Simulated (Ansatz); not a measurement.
`C[SiH](O)Cl` + H₂ → `C[SiH2]Cl` + H₂O at 400 K and 1 bar (hydrogenolysis of the Si–O bond).

Gas-phase electronic energies from Ansatz, PBE0-D4/def2-TZVP geometries. CCSD(T)/CBS is the MP2 limit (def2-TZVPP, def2-QZVPP) plus CCSD(T) − MP2 in def2-TZVPP, frozen cores. This one scheme is used for every species. Each species was taken in one conformer, which may not be the lowest.

```csv
species,CCSD(T)/CBS energy (Eh),H − E (kJ/mol),S (J/(mol·K))
`C[SiH](O)Cl`,-865.21254,191.2,358.3
H₂,-1.17544,38.0,139.0
`C[SiH2]Cl`,-789.97638,169.2,322.9
H₂O,-76.37941,69.8,198.6
```

H − E and S are ideal-gas, rigid-rotor, harmonic terms from PBE0-D4/def2-TZVP, for one conformer and one mirror image of each species. The MP2-based limit puts H₂ 0.8 mEh under its directly extrapolated value; such offsets cancel only in part. 1 Eh = 2625.50 kJ/mol, R = 8.31446 J/(mol·K).

By hand: ΔE, ΔH, ΔS and ΔG.

ΔE = (-789.97638) + (-76.37941) − (-865.21254) − (-1.17544) = 0.03219 Eh = 84.5 kJ/mol. Δ(H − E) = 169.2 + 69.8 − 191.2 − 38.0 = 9.8, so ΔH = 94.3 kJ/mol. ΔS = 322.9 + 198.6 − 358.3 − 139.0 = 24.2 J/(mol·K). ΔG = 94.3 − 400 × (24.2)/1000 = 84.6 kJ/mol.

By hand: the equilibrium constant, and the temperature at which ΔG would vanish if ΔH and ΔS stayed fixed.

log₁₀ K = −ΔG/(RT ln 10) = -11.0. ΔG = 0 at ΔH/ΔS = 3897 K, far beyond where these terms or the molecules hold.

ΔH outweighs TΔS. A doubt of 5 kJ/mol in ΔE shifts log₁₀ K by 0.7 here. Other conformers and mirror images would add mixing entropy, several J/(mol·K) or more a flexible species. These are equilibria of isolated gas molecules and say nothing of rates. Largest T1 diagnostic: 0.010 (customary marks: 0.02 for closed shells, 0.045 for open ones).
